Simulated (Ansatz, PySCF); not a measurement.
System: RbF, net charge 0, singlet state. 
Structure (B3LYP-D3(BJ)/def2-TZVP (Ansatz, a quantum-chemistry and plane-wave program) minimum search):
SMILES: [Rb][F]
```xyz
2

Rb     0.0000     0.0000    -0.4608
F      0.0000     0.0000     1.8945
```
Charge 0, spin multiplicity 1.

Dipole moments at this geometry, in debye (magnitudes).

```tsv
level	program	dipole (D)
HF/def2-TZVPD	PySCF	9.51
BLYP/def2-TZVPD	Ansatz	8.87
revPBE/def2-TZVPD	Ansatz	8.85
TPSS/def2-TZVPD	PySCF	8.92
r2SCAN/def2-TZVPD	Ansatz	…
B97M-V/def2-TZVPD	Ansatz	9.16
B3LYP/def2-TZVPD	Ansatz	9.13
BHLYP/def2-TZVPD	Ansatz	9.33
r2SCAN0/def2-TZVPD	Ansatz	9.26
PW6B95/def2-TZVPD	PySCF	9.17
MN15/def2-TZVPD	PySCF	9.23
CAM-B3LYP/def2-TZVPD	PySCF	9.25
wB97X-V/def2-TZVPD	Ansatz	9.30
CCSD(T)/def2-SVPD	Ansatz	…
```

### Question
Fill in the missing entries.

### Answer

- r2SCAN/def2-TZVPD, dipole (D): 9.12
- CCSD(T)/def2-SVPD, dipole (D): 9.49
